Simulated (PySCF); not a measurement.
## O²⁺: excitation energy

O²⁺ [He] 2s2 2p2 (3P) → O²⁺ [He] 2s1 2p2 3d1 (high-spin determinant), as a difference of total energies. All numbers are calculated (PySCF 2.14, the non-relativistic Hamiltonian (point nucleus), in dyall-acv3z). Correlated levels: valence: 1s2 frozen; virtual orbitals above 40 to 60 times the deepest correlated orbital energy dropped. The calculations carry no spin-orbit coupling.

```json
{"method": "UHF", "excitation energy (eV)": "47.930"}
{"method": "MP2 (valence)", "excitation energy (eV)": "49.515"}
{"method": "SCS-MP2 (valence)", "excitation energy (eV)": "50.004"}
{"method": "CCSD (valence)", "excitation energy (eV)": "49.796"}
{"method": "CCSD(T) (valence)", "excitation energy (eV)": "49.754"}
```

Question: How much does correlation contribute at CCSD(T) (valence)?

Answer: 49.754 − (47.930) = 1.824 eV, measured against UHF.

A first-order spin-orbit estimate (lowest level to lowest level, LS coupling) adds 0.006 eV.

The promoted electron is Rydberg-like, and one or two diffuse shells describe it only roughly, which tends to raise the upper state.

The coupled-cluster amplitudes are large for the upper state (T1 above 0.03 or a double amplitude above 0.15), so a single reference is strained.

The determinant of the upper state mixes LS terms, which raises its energy above the lowest term, most at the Hartree-Fock and MP2 levels.
